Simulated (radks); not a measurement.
The numbers below are computed, except where a source is named.
Problem. The table gives one normalised radial function P(r) = r R(r) of Ge+ in [Ar] 3d8 4s2 4p3 (r in bohr). Level of theory: scalar-relativistic Kohn-Sham, BP86, spin-polarised, spherical densities, finite nucleus; open shells are filled with parallel spins first; Fermi nuclear charge, rms radius 4.0742 fm (a radial shooting solver on a logarithmic mesh with Libxc functionals).

r	P
0.003078	0.0449
0.00404	0.0566
0.005261	0.0702
0.006905	0.0864
0.009063	0.1044
0.0118	0.1222
0.01549	0.1387
0.02033	0.1492
0.02648	0.1481
0.03475	0.1278
0.04562	0.0807
0.0594	0.0059
0.07796	-0.0950
0.1023	-0.1966
0.1333	-0.2546
0.1749	-0.2213
0.2296	-0.0652
0.2989	0.1677
0.3924	0.3728
0.5109	0.3926
0.6707	0.1545
0.8803	-0.2626
1.146	-0.6470
1.505	-0.8364
1.975	-0.7501
2.572	-0.4941
3.375	-0.2275
4.43	-0.0690
5.769	-0.0135
7.572	-0.0014

Which n and l does it have? It may be an empty orbital.

Solution. n = 4, l = 0: the number of nodes gives n - l - 1 = 3, the rise at small r (about r^(l+1)) gives l, and the extent must fit the shell. The curve is that of 4s up; the table hardly tells the two spins apart. 4s up: eigenvalue -26.613 eV, 3 radial nodes at r = 0.0604, 0.248, 0.747 bohr, <r> = 1.82 bohr, 90 % of the charge inside 2.69 bohr.
